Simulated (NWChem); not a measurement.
# CH4O3Si; SMILES O=C[SiH](O)O

```xyz
9

O      0.3338    -1.9161    -0.6608
C     -0.5338    -1.2508    -0.1133
Si    -0.0333     0.5231     0.4462
O     -0.9783     1.5183    -0.4856
O      1.5862     0.5613     0.1263
H     -1.5527    -1.6837     0.0122
H     -0.2320     0.8070     1.8879
H     -0.8357     2.4728    -0.4115
H      1.8307    -0.1879    -0.4476
```
Atoms are numbered in this order, from 1.

Program: NWChem. Coordinates come from a B3LYP/6-31G* (spherical d) optimisation. Level: PBE0/def2-SVPD; rows give the wavelength of the field.

```json
[
 {"field": "static", "isotropic polarisability (bohr³)": "48.0", "anisotropy (bohr³)": "11.6"},
 {"field": "1065 nm", "isotropic polarisability (bohr³)": "48.4", "anisotropy (bohr³)": "11.7"},
 {"field": "589 nm", "isotropic polarisability (bohr³)": "…", "anisotropy (bohr³)": "12.1"}
]
```

### Question
Some entries are withheld; supply them.

### Answer

- 589 nm, isotropic polarisability (bohr³): 49.3
